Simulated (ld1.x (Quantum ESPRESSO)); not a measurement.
phosphorus: excitation energies, all-electron against RRKJ

phosphorus, norm-conserving RRKJ (Kleinman–Bylander form), made with ld1.x (Quantum ESPRESSO) 7.5 (LDA (PZ), scalar-relativistic). Core [Ne], reference 3s2 3p1.5 (charge +1.5). Waves: 3p (bound): rc 1.75 bohr; 3d channel at -0.15 Ry: rc 1.70 bohr; 3s (bound): rc 1.25 bohr. Local part: the s channel. Core correction: none.

Energies are relative to the spin-unpolarised reference configuration 3s2 3p1.5; without spin polarisation the order of configurations can differ from experiment. Spin-polarised rows fill each open shell by Hund’s rule, majority spin first. The frozen-core shift is the all-electron ΔE with the core orbitals held at their reference shape minus the fully relaxed ΔE.

```tsv
valence configuration	charge	ΔE all-electron (eV)	error AE − PS (meV)	frozen-core shift (meV)
3s2 3p3	0	-18.184	+21	+3.5
3s2 3p2	+1	-8.363	+4.4	+0.7
3s2 3p1	+2	10.887	+5.8	+2.0
3s2 3p2.5	+0.5	-14.363	+13	+2.2
3s1 3p3	+1	0.710	+4.7	+0.1
3s1 3p4	0	-9.688	+17	+1.7
3s2 3p1.5 (spin-polarised)	+1.5	-0.531	+59	+0.7
3s2 3p3 (spin-polarised)	0	-19.694	+150	+5.4
```

Question: What are ΔE and the potential's error for 3s0 3p5?

Answer: ΔE = -1.047 eV all-electron; the error (AE − PS) is +23 meV.
